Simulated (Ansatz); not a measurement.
`CC(=O)O[SiH2]Cl` + H–F → `CC(=O)O[SiH2]F` + HCl at 298.15 K and 1 bar (ligand exchange at the Si–Cl bond).

Gas-phase electronic energies from Ansatz, PBE0-D4/def2-TZVP geometries. CBS: MP2 limit from def2 TZ/QZ plus the TZ coupled-cluster correction, frozen cores. This one scheme is used for every species. One conformer a species, not always the lowest.

| species | CCSD(T)/CBS energy (Eh) | H − E (kJ/mol) | S (J/(mol·K)) |
| --- | --- | --- | --- |
| `CC(=O)O[SiH2]Cl` | -978.42332 | 209.7 | 369.6 |
| H–F | -100.39570 | 33.5 | 173.6 |
| `CC(=O)O[SiH2]F` | -618.45411 | 212.3 | 357.5 |
| HCl | -460.38127 | 26.6 | 186.8 |

H − E and S are ideal-gas, rigid-rotor, harmonic terms from PBE0-D4/def2-TZVP, for one conformer and one mirror image of each species. 1 Eh = 2625.50 kJ/mol, R = 8.31446 J/(mol·K).

Problem. By hand: ΔE, ΔH, ΔS and ΔG.

Solution. ΔE = (-618.45411) + (-460.38127) − (-978.42332) − (-100.39570) = -0.01636 Eh = -43.0 kJ/mol. Δ(H − E) = 212.3 + 26.6 − 209.7 − 33.5 = -4.3, so ΔH = -47.3 kJ/mol. ΔS = 357.5 + 186.8 − 369.6 − 173.6 = 1.1 J/(mol·K). ΔG = -47.3 − 298.15 × (1.1)/1000 = -47.6 kJ/mol.

Problem. By hand: the equilibrium constant, and the temperature at which ΔG would vanish if ΔH and ΔS stayed fixed.

Solution. log₁₀ K = −ΔG/(RT ln 10) = 8.3. ΔH and −TΔS have one sign here, so there is no such temperature. One of them is within its doubt of zero, so this could turn.

The number of gas molecules stays the same, so ΔS is small and ΔH decides. A doubt of 5 kJ/mol in ΔE shifts log₁₀ K by 0.9 here. Other conformers and mirror images would add mixing entropy, several J/(mol·K) or more a flexible species. These are equilibria of isolated gas molecules and say nothing of rates. Largest T1 diagnostic: 0.014 (customary marks: 0.02 for closed shells, 0.045 for open ones).
